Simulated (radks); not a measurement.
Problem. Se14+, configuration [Ar] 3d2. Method: scalar-relativistic Kohn-Sham, r2SCAN, spin-polarised, spherical densities, finite nucleus; open shells are filled with parallel spins first; meta-GGA in the generalised Kohn-Sham scheme; Fermi nuclear charge, rms radius 4.14 fm; computed with a radial shooting solver on a logarithmic mesh with Libxc functionals. Some entries of the table are withheld. Estimate them.

orbital,occ.,eigenvalue (eV),<r^2> (bohr^2)
1s down,1,-12992.16,0.002619
1s up,1,-12992.15,0.002619
2s up,1,-2078.805,0.04481
2s down,1,-2074.327,0.04467
2p up,3,-1882.444,0.03553
2p down,3,-1879.110,0.03539
3s up,1,-612.1441,0.3099
3s down,1,-606.1281,0.3123
3p up,3,-548.3417,0.3104
3p down,3,-542.0978,0.3132
3d up,2,(1),(2)
3d down,0,(3),(4)
4s up,0,-267.1608,1.339
4s down,0,-262.8299,1.355
4p up,0,(5),1.435
4p down,0,(6),1.460

Solution. 
(1) 3d up eigenvalue (eV): -449.9490
(2) 3d up <r^2> (bohr^2): 0.2755
(3) 3d down eigenvalue (eV): -442.5996
(4) 3d down <r^2> (bohr^2): 0.2792
(5) 4p up eigenvalue (eV): -244.4594
(6) 4p down eigenvalue (eV): -240.0176
